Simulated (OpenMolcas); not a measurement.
# Ionisation energies of holmium

| Property | Result |
| --- | --- |
| Program | OpenMolcas 26.06 |
| Basis | ANO-RCC-VTZP [8s7p5d3f2g1h] |
| Scalar Hamiltonian | DKH2, point nucleus |
| Spin-orbit coupling | state interaction with AMFI integrals over the reference wave functions, term energies averaged over their components |

Active shells in each charge state: the valence f shell, with orbitals averaged over the low states. Where CASPT2's correlated closed shells are named, they are those of the first ion.

A. CASSCF
B. SS-CASPT2, IPEA 0.25 Eh, imaginary shift 0.1 Eh (closed shells correlated: 5s 5p)
C. SS-CASPT2, IPEA 0 Eh, imaginary shift 0.1 Eh (closed shells correlated: 5s 5p)
D. SS-CASPT2, IPEA 0.25 Eh, imaginary shift 0.1 Eh (closed shells correlated: 4d 5s 5p)

Energies in eV between the lowest computed levels, named as in B; reference values from the NIST Atomic Spectra Database with their kind.

```
              From                 To       A       B       C       D  Spin-orbit share in B                Reference
Ho2+ 4f¹¹ ⁴I°_15/2      Ho3+ 4f¹⁰ ⁵I₈  18.335  23.501  23.549  23.698                 -0.223  22.790 (semi-empirical)
     Ho3+ 4f¹⁰ ⁵I₈  Ho4+ 4f⁹ ⁶H°_15/2  39.377  43.062  43.110  43.117                 +0.260  42.520 (semi-empirical)
```

The lowest level within the active space need not be the ion's true ground level.

° marks odd parity.
